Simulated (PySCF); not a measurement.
Species: C4H5FNO3S (charge -1).
Numbering: `[N:1]#[C:2][C@@H:3]([CH2:4][CH2:5][F:6])[S:7](=[O:8])(=[O:9])[O-:10]` (hydrogens: H11 on C3; H12, H13 on C4; H14, H15 on C5)

Cartesian coordinates in Å at the GFN2-xTB level; atoms count from 1:
```
atom  x, y, z in Å
N1    -0.875    2.757   -0.152
C2    -0.334    1.813    0.218
C3     0.323    0.654    0.680
C4    -0.564   -0.563    0.858
C5    -1.178   -0.968   -0.473
F6    -2.131   -1.956   -0.269
S7     1.628    0.229   -0.620
O8     1.996   -1.133   -0.256
O9     0.958    0.339   -1.903
O10    2.667    1.213   -0.380
H11    0.921    0.869    1.565
H12    0.060   -1.381    1.222
H13   -1.366   -0.371    1.582
H14   -1.694   -0.130   -0.950
H15   -0.418   -1.366   -1.145
```

Computed at PBE0/pcSseg-1 (PySCF, non-relativistic), with Q(14N) = 0.02044 b, Q(33S) = −0.0678 b, Q(17O) = −0.0256 b: N1, 14N (I = 1): χzz = -4.296 MHz, η = 0.115; S7, 33S (I = 3/2): χzz = -7.733 MHz, η = 0.147; O8, 17O (I = 5/2): χzz = -8.154 MHz, η = 0.292; O9, 17O (I = 5/2): χzz = -8.253 MHz, η = 0.278; O10, 17O (I = 5/2): χzz = -8.355 MHz, η = 0.220.

Problem. Find the zero-field quadrupole resonance frequencies of 14N at N1.

Solution. From ν± = (3/4)|χ|(1 ± η/3) and ν0 = |χ|η/2: ν+ 3.345 MHz, ν− 3.099 MHz, ν0 0.246 MHz (nitrile nitrogen).

Problem. Where would the pure quadrupole (NQR) lines of 33S at S7 fall for the rigid, isolated species?

Solution. From ν = (|χ|/2)√(1 + η²/3): ν = 3.880 MHz (sulfonyl sulfur).

Problem. Where would the pure quadrupole (NQR) lines of 17O at O8 fall for the rigid, isolated species?

Solution. From the eigenvalues of H = χ/[4I(2I − 1)] × [3Iz² − I(I + 1) + η(Ix² − Iy²)], steps between neighbouring levels, labelled as for η = 0: ±1/2↔±3/2 1.332 MHz, ±3/2↔±5/2 2.406 MHz (oxygen bonded to S).

Problem. Find the zero-field quadrupole resonance frequencies of 17O at O9.

Solution. From the eigenvalues of H = χ/[4I(2I − 1)] × [3Iz² − I(I + 1) + η(Ix² − Iy²)], steps between neighbouring levels, labelled as for η = 0: ±1/2↔±3/2 1.338 MHz, ±3/2↔±5/2 2.439 MHz (oxygen bonded to S).

Problem. Find the zero-field quadrupole resonance frequencies of 17O at O10.

Solution. From the eigenvalues of H = χ/[4I(2I − 1)] × [3Iz² − I(I + 1) + η(Ix² − Iy²)], steps between neighbouring levels, labelled as for η = 0: ±1/2↔±3/2 1.318 MHz, ±3/2↔±5/2 2.483 MHz (oxygen bonded to S).

In a crystal, neighbours and librations shift these lines. The pcSseg-1 basis has no diffuse functions, a weakness for an anion. GFN2-xTB bond lengths can be off by several hundredths of an ångström, more for odd bonds, and the gradients follow them. With a basis this small, the couplings can be 20 % off.

One conformer stands for the species.
